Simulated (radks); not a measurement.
Values are calculated unless marked as measured or tabulated.
Pt III, 76 electrons, occupied as [Xe] 4f14 5d8 (the NIST ground configuration). Code: a radial shooting solver on a logarithmic mesh with Libxc functionals. Model: Dirac Kohn-Sham, PBE, spin-unpolarised, spherical densities, point nucleus; open shells fill j = l - 1/2 first.

Unscreened Slater integrals over Kohn-Sham orbitals (cm^-1). Large and small components are both included.

integral,value
"F0(5d5/2,5d5/2)",125610
"F2(5d5/2,5d5/2)",64776
"F4(5d5/2,5d5/2)",42707
"F0(5d5/2,5d3/2)",127780
"F2(5d5/2,5d3/2)",65881
"G2(5d5/2,5d3/2)",65796
"G4(5d5/2,5d3/2)",43412
"F0(5d5/2,5p3/2)",144020
"F2(5d5/2,5p3/2)",70771
"G1(5d5/2,5p3/2)",85237
"G3(5d5/2,5p3/2)",52594
"F0(5d5/2,5p1/2)",147810
"G3(5d5/2,5p1/2)",47946
"F0(5d3/2,5d3/2)",130080
"F2(5d3/2,5d3/2)",67167
"F0(5d3/2,5p3/2)",147430
"F2(5d3/2,5p3/2)",73587
"G1(5d3/2,5p3/2)",90156
"G3(5d3/2,5p3/2)",55644
"F0(5d3/2,5p1/2)",151570
"G1(5d3/2,5p1/2)",83187
"F0(5p3/2,5p3/2)",174740
"F2(5p3/2,5p3/2)",94089
"F0(5p3/2,5p1/2)",182250
"G2(5p3/2,5p1/2)",95654
"F0(5p1/2,5p1/2)",191200
